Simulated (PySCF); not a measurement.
Isomers of C7H5NO, one GFN2-xTB conformer each. Single-point energies are computed at PBE0/def2-SVPD (PySCF, gas phase, no added dispersion term), electronic only.

Question: Rank them by PBE0/def2-SVPD energy, lowest first (kcal/mol).
A. `[O:1]=[C:2]=[N:3][c:4]1[cH:5][cH:6][cH:7][cH:8][cH:9]1` with C2–N3–C4–C5 180° (phenyl isocyanate)
B. `[N:1]#[C:2][c:3]1[cH:4][cH:5][cH:6][c:7]([OH:8])[cH:9]1` with C6–C7–O8–H 180°

Answer: A (0.0), B (14.8).

As drawn, the lower has a C=O bond, cumulated double bonds and a C=N bond, which the higher lacks; the higher has a C≡N group and an O–H bond, which the lower lacks. GFN2-xTB itself gives, in the same order: 0.0, 35.9. Both levels put the same isomer lowest.

Question: Which frontier levels, dipoles and rotational constants go with these structures?

Answer: 
```tsv
SMILES	HOMO (eV, PBE0/def2-SVPD)	LUMO (eV)	dipole (D)	A, B, C (MHz)
O=C=Nc1ccccc1	-7.01	-0.84	2.59	5519, 945.1, 806.9
N#Cc1cccc(O)c1	-7.31	-1.65	3.64	3439, 1225, 903.3
```
